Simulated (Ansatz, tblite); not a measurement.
Cost and result up the ladder for Si₈BH₁₆, a doped cluster cut from the lattice of silicon (B on a surface site) (25 atoms). The state is a doublet with charge 0. Geometry: PBE-D4/def2-SVP.

```xyz
25

B     0.9399   -1.5872   -0.3521
Si   -1.7042   -0.6947    1.9357
Si    1.8765    1.6315    0.9748
Si   -1.0905    1.0907   -1.4213
Si    2.5286   -0.5106    0.2106
Si   -0.3325   -2.3682    0.9788
Si    0.0336   -0.9219   -2.0831
Si   -2.7088    0.5128    0.1833
Si    0.5382    2.6200   -0.6893
H     1.1591   -2.3330   -1.3580
H    -0.8878    0.2626    2.7648
H    -2.7785   -1.2795    2.8192
H     3.0636    2.5199    1.2544
H     1.0632    1.5272    2.2390
H    -1.7446    1.5686   -2.7032
H     3.2861   -1.1465    1.3542
H     3.5150   -0.2556   -0.9058
H     0.3758   -3.0343    2.1367
H    -1.2872   -3.3776    0.3841
H    -0.9708   -1.9035   -2.6283
H     1.0215   -0.6087   -3.1765
H    -3.7460   -0.3414   -0.5021
H    -3.3778    1.7765    0.6662
H     1.3872    2.9872   -1.8808
H    -0.1597    3.8659   -0.2014
```

Ansatz on 2 threads of AMD EPYC 7R13 on a shared host and a share (18 GiB) of an NVIDIA H100 80GB HBM3; xTB runs through tblite on one thread. Times are rough, summed over both states, and most runs start from the orbitals of an earlier one. PBE0-D4/def2-TZVP serves as the yardstick here, not as an exact answer. The other state is a singlet.

The xTB rows come from tblite. B3LYP takes the VWN-RPA correlation. Single mean-field runs in def2-TZVP are fitted with def2-universal-jkfit.

Raw xTB energies of ions are shifted by several eV, and xTB has no spin-polarisation term.

```csv
level,functions,vertical IE (eV),difference from PBE0-D4/def2-TZVP (eV)
GFN2-xTB,92,10.47,2.27
PBE-D4/def2-TZVP,423,7.84,-0.36
B3LYP-D4/def2-TZVP,423,8.17,-0.03
GFN1-xTB,108,12.28,4.08
PBE0-D4/def2-TZVP (with forces),423,8.20,0.00
```

Estimate how long each takes.

GFN1-xTB 0.099 s; GFN2-xTB 0.11 s; PBE-D4/def2-TZVP 6.6 s; B3LYP-D4/def2-TZVP 6.6 s; PBE0-D4/def2-TZVP (with forces) 8.5 s. On shared hardware such times vary by a factor of up to 3.
